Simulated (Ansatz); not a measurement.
Ansatz (an electronic-structure program) input for C4H2BrF, SMILES C#C/C(F)=C\Br, PBE-D3(BJ)/def2-SVP. 

Ansatz 0.2 input:
```yaml
crystal:
  periodic: [false, false, false]
  atoms:
    - {symbol: C, position_ang: [-1.97308077, 2.05948222, 0.00000000]}
    - {symbol: C, position_ang: [-0.81834877, 1.68874980, 0.00000000]}
    - {symbol: C, position_ang: [0.53868347, 1.26522568, 0.00000000]}
    - {symbol: F, position_ang: [1.44395247, 2.26081988, 0.00000000]}
    - {symbol: C, position_ang: [0.99273387, 0.00002532, 0.00000000]}
    - {symbol: Br, position_ang: [-0.12863322, -1.50307268, 0.00000000]}
    - {symbol: H, position_ang: [-2.99733388, 2.38319663, 0.00000000]}
    - {symbol: H, position_ang: [2.06399761, -0.20393009, 0.00000000]}
basis:
  gaussian:
    orbitals: def2-SVP
hamiltonian:
  xc: pbe
  dispersion: d3bj
relax: {f_tol: 0.002, max_steps: 200}
```

It prints:

```
Functional definition: PBE
integrals: 0.06 GiB planned
1241 factors; their error is unknown
mean field: 0.31 GiB planned
mean field evaluation 1: about -76900.2468 eV, gradient 5.6e1 eV
mean field evaluation 2: about -76892.8020 eV, gradient 7.5e1 eV
mean field evaluation 4: about -76908.4643 eV, gradient 1.3e1 eV
mean field evaluation 8: about -76908.8809 eV, gradient 1.6e-1 eV
mean field evaluation 16: about -76908.7894 eV, gradient 1.1e-3 eV
mean field -76908.78941209 eV, -2826.3458802447 hartree, gradient 5.5e-5 eV, S^2 0.000000; 0 other end points of the search recorded, 0 dependent functions left out
the calculation of the forces begins
reference -76908.78944154 eV, -2826.3458813266 hartree; 35, 35 occupied and 77, 77 virtual orbitals, 1241 factors
relax step   1: F+E_penalty+E_count = -76908.98181893 eV  Δ(F+E_penalty+E_count) = +0.000e0 eV  max|allowed force component| = 1.131e0 eV/Å  Δτ_max = 0.0000 Å  (32 SCF iters, accepted)
these checks for a lower state are left out or cut short: starts, cluster_reference, orbital_swaps, neighbouring_geometries, increment
integrals: 0.06 GiB planned
1241 factors; their error is unknown
mean field: 0.31 GiB planned
mean field -76908.80496025 eV, -2826.3464516288 hartree, gradient 2.0e-5 eV, S^2 0.000000; 0 other end points of the search recorded, 0 dependent functions left out
the calculation of the forces begins
reference -76908.80498977 eV, -2826.3464527136 hartree; 35, 35 occupied and 77, 77 virtual orbitals, 1241 factors
relax step   2: F+E_penalty+E_count = -76908.99670329 eV  Δ(F+E_penalty+E_count) = -1.488e-2 eV  max|allowed force component| = 1.998e-1 eV/Å  Δτ_max = 0.0175 Å  (36 SCF iters, accepted)
these checks for a lower state are left out or cut short: starts, cluster_reference, orbital_swaps, neighbouring_geometries, increment
integrals: 0.06 GiB planned
1241 factors; their error is unknown
mean field: 0.31 GiB planned
mean field evaluation 32: about -76908.8058 eV, gradient 5.7e-5 eV
mean field -76908.80579273 eV, -2826.3464822221 hartree, gradient 2.1e-5 eV, S^2 0.000000; 0 other end points of the search recorded, 0 dependent functions left out
the calculation of the forces begins
reference -76908.80582226 eV, -2826.3464833071 hartree; 35, 35 occupied and 77, 77 virtual orbitals, 1241 factors
relax step   3: F+E_penalty+E_count = -76908.99749005 eV  Δ(F+E_penalty+E_count) = -7.868e-4 eV  max|allowed force component| = 5.852e-2 eV/Å  Δτ_max = 0.0032 Å  (36 SCF iters, accepted)
these checks for a lower state are left out or cut short: starts, cluster_reference, orbital_swaps, neighbouring_geometries, increment
integrals: 0.06 GiB planned
1241 factors; their error is unknown
mean field: 0.31 GiB planned
mean field -76908.80580935 eV, -2826.3464828326 hartree, gradient 7.9e-6 eV, S^2 0.000000; 0 other end points of the search recorded, 0 dependent functions left out
the calculation of the forces begins
reference -76908.80583887 eV, -2826.3464839176 hartree; 35, 35 occupied and 77, 77 virtual orbitals, 1241 factors
relax step   4: F+E_penalty+E_count = -76908.99754282 eV  Δ(F+E_penalty+E_count) = -5.277e-5 eV  max|allowed force component| = 1.030e-2 eV/Å  Δτ_max = 0.0009 Å  (27 SCF iters, accepted)
these checks for a lower state are left out or cut short: starts, cluster_reference, orbital_swaps, neighbouring_geometries, increment
integrals: 0.06 GiB planned
1241 factors; their error is unknown
mean field: 0.31 GiB planned
mean field -76908.80581531 eV, -2826.3464830518 hartree, gradient 6.3e-5 eV, S^2 0.000000; 0 other end points of the search recorded, 0 dependent functions left out
the calculation of the forces begins
reference -76908.80584484 eV, -2826.3464841368 hartree; 35, 35 occupied and 77, 77 virtual orbitals, 1241 factors
relax step   5: F+E_penalty+E_count = -76908.99754969 eV  Δ(F+E_penalty+E_count) = -6.867e-6 eV  max|allowed force component| = 4.175e-3 eV/Å  Δτ_max = 0.0007 Å  (22 SCF iters, accepted)
these checks for a lower state are left out or cut short: starts, cluster_reference, orbital_swaps, neighbouring_geometries, increment
integrals: 0.06 GiB planned
1241 factors; their error is unknown
mean field: 0.31 GiB planned
mean field -76908.80583804 eV, -2826.3464838872 hartree, gradient 5.2e-5 eV, S^2 0.000000; 0 other end points of the search recorded, 0 dependent functions left out
the calculation of the forces begins
reference -76908.80586757 eV, -2826.3464849723 hartree; 35, 35 occupied and 77, 77 virtual orbitals, 1241 factors
relax step   6: F+E_penalty+E_count = -76908.99755253 eV  Δ(F+E_penalty+E_count) = -2.840e-6 eV  max|allowed force component| = 3.336e-3 eV/Å  Δτ_max = 0.0010 Å  (21 SCF iters, accepted)
these checks for a lower state are left out or cut short: starts, cluster_reference, orbital_swaps, neighbouring_geometries, increment
integrals: 0.06 GiB planned
1241 factors; their error is unknown
mean field: 0.31 GiB planned
mean field -76908.80585818 eV, -2826.3464846271 hartree, gradient 5.0e-5 eV, S^2 0.000000; 0 other end points of the search recorded, 0 dependent functions left out
the calculation of the forces begins
reference -76908.80588771 eV, -2826.3464857122 hartree; 35, 35 occupied and 77, 77 virtual orbitals, 1241 factors
relax step   7: F+E_penalty+E_count = -76908.99755448 eV  Δ(F+E_penalty+E_count) = -1.953e-6 eV  max|allowed force component| = 1.105e-3 eV/Å  Δτ_max = 0.0010 Å  (23 SCF iters, accepted)
integrals: 0.06 GiB planned
1241 factors; their error is unknown
mean field: 0.31 GiB planned
mean field evaluation 64: about -76908.4836 eV, gradient 1.3e1 eV
mean field -76908.80585818 eV, -2826.3464846271 hartree, gradient 5.0e-5 eV, S^2 0.000000; 1 other end points of the search recorded, 0 dependent functions left out
the calculation of the forces begins
reference -76908.80588771 eV, -2826.3464857122 hartree; 35, 35 occupied and 77, 77 virtual orbitals, 1241 factors
Total energy: -76908.99758401 eV, -2826.3535304215 hartree
Atom 0 at    -1.984149     2.065415    -0.000000 Å, force     0.000612     0.001033     0.000000 eV/Å
Atom 1 at    -0.818488     1.687933    -0.000000 Å, force    -0.001105    -0.000427    -0.000000 eV/Å
Atom 2 at     0.538033     1.268112    -0.000000 Å, force     0.001007    -0.000899    -0.000000 eV/Å
Atom 3 at     1.451308     2.266272     0.000000 Å, force    -0.000446     0.000307     0.000000 eV/Å
Atom 4 at     0.996943    -0.009130     0.000000 Å, force    -0.000048    -0.000038     0.000000 eV/Å
Atom 5 at    -0.123774    -1.508401     0.000000 Å, force    -0.000150     0.000477     0.000000 eV/Å
Atom 6 at    -3.014755     2.393222     0.000000 Å, force    -0.000270    -0.000380     0.000000 eV/Å
Atom 7 at     2.076854    -0.212926    -0.000000 Å, force     0.000401    -0.000073     0.000000 eV/Å
Dipole moment:    -0.158524    -0.032248     0.000000 e Å
```

The calculation finished and met its thresholds.

Cost: around 21 core-seconds (rough).
